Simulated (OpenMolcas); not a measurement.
**Levels of Al I by method**

* Program: OpenMolcas
* Basis: ANO-RCC-VDZP [4s3p1d]
* Scalar Hamiltonian: DKH2, point nucleus
* Active space: 3 electrons in 4 orbitals (3s 3p)
* State averaging: 2S+1 = 4 odd, 1 root (0 in the spin-orbit step); 2S+1 = 2 odd, 3 roots kept (CI in the orbitals of an earlier block); 2S+1 = 4 even, 3 roots; 2S+1 = 2 even, 5 roots kept (CI in the orbitals of an earlier block)
* Spin-orbit coupling: state interaction with AMFI integrals over the reference wave functions, term energies averaged over their components

Methods on the same reference wave functions:
A. CASSCF
B. SS-CASPT2, IPEA 0.25 Eh, imaginary shift 0.1 Eh (closed shells correlated: 2s 2p)

Energies in cm⁻¹ above 3s² 3p ²P°_1/2, the measured ground level; measured values from NIST Handbook of Basic Atomic Spectroscopic Data.

| Level | A | B | Measured |
| --- | --- | --- | --- |
| 3s² 3p ²P°_1/2 | 0.0 | 0.0 | 0.0 |
| 3s² 3p ²P°_3/2 | 104 | 104 | 112 |
| 3s 3p² ⁴P_1/2 | 22612 | 24985 | 29020 |
| 3s 3p² ⁴P_3/2 | 22650 | 25022 | 29067 |
| 3s 3p² ⁴P_5/2 | 22711 | 25084 | 29143 |
| 3s 3p² ²D_3/2 | 45344 | 41976 |  |
| 3s 3p² ²D_5/2 | 45344 | 41976 |  |

Deviations, from unrounded energies. A percentage is the sum of absolute deviations over the sum of measured energies, with the sign that they share, or ± where signs differ.

| Against measurement | Levels | A | B |
| --- | --- | --- | --- |
| mean absolute deviation (cm-1) | 4 | 4800 | 3000 |
| fine structure of the ground term (%) | 1 | -6.9 | -6.9 |
| other configurations (%) | 3 | -22.1 | -13.9 |

B lies closest to measurement on these levels. The largest miss of B in the table is 3s 3p² ⁴P_5/2, by -4100 cm-1. The ranking rests on the paired levels alone, and a cruder setting can come out closer through cancelling errors.

The lowest spin-free term lies below A's lowest term by 0.053 hartree in B.

Terms from blocks run as CI alone lack orbitals of their own. Terms of s pⁿ other than that of highest spin mix with s² pⁿ⁻² d, which this space lacks; all of them can be thousands of cm-1 off, and some have no real level of that name. Without dynamic correlation excited terms often stand tens of per cent too high (terms of higher spin than the ground term too low), and those without a measured partner can miss by more than the paired ones (holds for A). Computed and measured levels are paired by configuration, term and J; levels that our copy of the source lacks, or whose pairing is in doubt (as where it misses far off the trend of its configuration), stay unpaired and out of the deviations. Levels of configurations outside the active space are missing.

° marks odd parity.
